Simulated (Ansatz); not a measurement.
Geometry optimisation, RKS PBE0-D4/def2-SVP in Ansatz.

Input:

```yaml
crystal:
  periodic: [false, false, false]
  atoms:
    - { symbol: Hf, position_ang: [0.0, 0.0, 0.0] }
    - { symbol: Cl, position_ang: [0.0, 0.0, 2.87] }
    - { symbol: F, position_ang: [1.8671, 0.0, -0.6593] }
    - { symbol: O, position_ang: [-0.975, 1.6891, -0.6893] }
    - { symbol: H, position_ang: [-1.9328, 1.4584, -0.9117] }
    - { symbol: "N", position_ang: [-1.0409, -1.8034, -0.7359] }
    - { symbol: H, position_ang: [-1.5759, -2.4197, -0.0595] }
    - { symbol: H, position_ang: [-1.0055, -2.0526, -1.7656] }
    - { symbol: Br, position_ang: [1.1163, -2.619, 0.946] }
    - { symbol: H, position_ang: [0.6229, -1.4613, 2.3396] }
basis:
  gaussian: { orbitals: def2-SVP }
hamiltonian:
  xc: pbe0
  dispersion: d4
relax:
  f_tol: 0.15
  max_steps: 25
  restrain:
    - { distance: [0, 8], at: 3.9, k: 30.0 }
    - { distance: [9, 1], at: 2.57, k: 30.0 }
    - { distance: [0, 1], at: 2.52, k: 30.0 }
    - { distance: [9, 8], at: 1.55, k: 30.0 }
```

Run as:

```bash
$ ansatz run input.yaml --threads 4 --pin off --max-ram 5120MiB --backend cpu --events-out ev --progress --plain --runs-dir out
```

Task: Where does it end, and by what steps?

Result: The run converged. The restraints hold the end off the free minimum; the threshold counts their pulls, which the force column leaves out. Restrained pairs: Hf1–Br9 (3.00 → 3.90 Å), Cl2–H10 (1.67 → 2.57 Å), Hf1–Cl2 (2.87 → 2.49 Å), Br9–H10 (1.88 → 1.50 Å). After 19 steps the energy has fallen by 2.726 eV (the restraints' own energy left out); H8 moved furthest, 1.29 Å.

```json
{"step": "0", "energy less start (eV)": "0.0000", "largest force component (eV/Å)": "2.922", "accepted": "yes"}
{"step": "1", "energy less start (eV)": "-0.2918", "largest force component (eV/Å)": "4.000", "accepted": "yes"}
{"step": "2", "energy less start (eV)": "-0.7584", "largest force component (eV/Å)": "5.287", "accepted": "yes"}
{"step": "3", "energy less start (eV)": "-1.5716", "largest force component (eV/Å)": "4.471", "accepted": "yes"}
{"step": "4", "energy less start (eV)": "-2.3206", "largest force component (eV/Å)": "1.442", "accepted": "yes"}
{"step": "5", "energy less start (eV)": "-2.4790", "largest force component (eV/Å)": "1.143", "accepted": "yes"}
{"step": "6", "energy less start (eV)": "-2.5289", "largest force component (eV/Å)": "1.027", "accepted": "yes"}
{"step": "7", "energy less start (eV)": "-2.5408", "largest force component (eV/Å)": "1.080", "accepted": "yes"}
{"step": "8", "energy less start (eV)": "-2.5965", "largest force component (eV/Å)": "0.972", "accepted": "yes"}
{"step": "9", "energy less start (eV)": "-2.5927", "largest force component (eV/Å)": "1.007", "accepted": "yes"}
{"step": "10", "energy less start (eV)": "-2.6359", "largest force component (eV/Å)": "1.011", "accepted": "yes"}
{"step": "11", "energy less start (eV)": "-2.6583", "largest force component (eV/Å)": "0.987", "accepted": "yes"}
{"step": "12", "energy less start (eV)": "-2.6571", "largest force component (eV/Å)": "0.968", "accepted": "no"}
{"step": "13", "energy less start (eV)": "-2.6729", "largest force component (eV/Å)": "0.981", "accepted": "yes"}
{"step": "14", "energy less start (eV)": "-2.6833", "largest force component (eV/Å)": "0.971", "accepted": "yes"}
{"step": "15", "energy less start (eV)": "-2.7068", "largest force component (eV/Å)": "1.019", "accepted": "yes"}
{"step": "16", "energy less start (eV)": "-2.7227", "largest force component (eV/Å)": "0.966", "accepted": "yes"}
{"step": "17", "energy less start (eV)": "-2.7268", "largest force component (eV/Å)": "0.948", "accepted": "yes"}
{"step": "18", "energy less start (eV)": "-2.7210", "largest force component (eV/Å)": "0.987", "accepted": "no"}
{"step": "19", "energy less start (eV)": "-2.7258", "largest force component (eV/Å)": "0.976", "accepted": "yes"}
```

```xyz
10
Properties=species:S:1:pos:R:3
Hf -0.224 0.040 -0.030
Cl -0.144 0.101 2.457
F 1.538 0.179 -0.765
O -1.366 1.426 -0.658
H -1.783 2.231 -0.962
N -1.092 -1.654 -0.667
H -2.029 -1.762 -1.045
H -0.636 -2.564 -0.645
Br 1.701 -3.071 1.318
H 1.110 -2.134 2.331
```

Time of the run: 71 s on 4 threads of Arm Neoverse V2 (shared host), peak memory 0.49 GiB.
